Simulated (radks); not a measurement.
Isoelectronic series with 12 electrons, all held in the configuration [Ne] 3s2, which need not be the ground one along the series. Method: scalar-relativistic Kohn-Sham, LDA (Slater exchange, Perdew-Wang correlation), spin-unpolarised, spherical densities, point nucleus; computed with a radial shooting solver on a logarithmic mesh with Libxc functionals. Total energies (hartree) and orbital eigenvalues (Ry):

ion    E (hartree)         3s         2p         2s
Mg      -199.45625   -0.35146   -3.43430   -5.82822
Al+     -241.55139   -1.09635   -5.74020   -8.51653
Si2+    -287.94216   -2.10638   -8.59868  -11.76532
P3+     -338.62224   -3.36207  -11.98495  -15.54897
S4+     -393.59254   -4.85516  -15.88898  -19.85729
Cl5+    -452.85748   -6.58153  -20.30584  -24.68556
Ar6+    -516.42353   -8.53894  -25.23286  -30.03158
K7+     -584.29868  -10.72614  -30.66857  -35.89452
Ca8+    -656.49206  -13.14250  -36.61220  -42.27438
Sc9+    -733.01380  -15.78773  -43.06341  -49.17176
Ti10+   -813.87494  -18.66183  -50.02216  -56.58760
V11+    -899.08733  -21.76498  -57.48865  -64.52321
Cr12+   -988.66362  -25.09749  -65.46323  -72.98013
Mn13+  -1082.61726  -28.65980  -73.94639  -81.96012
Fe14+  -1180.96246  -32.45243  -82.93873  -91.46513
Co15+  -1283.71417  -36.47599  -92.44092  -101.4973
Ni16+  -1390.88812  -40.73116  -102.4538  -112.0589
Cu17+  -1502.50082  -45.21870  -112.9781  -123.1525
Zn18+  -1618.56954  -49.93941  -124.0148  -134.7806
Ga19+  -1739.11233  -54.89417  -135.5649  -146.9460
Ge20+  -1864.14803  -60.08391  -147.6295  -159.6517
As21+  -1993.69631  -65.50961  -160.2096  -172.9007
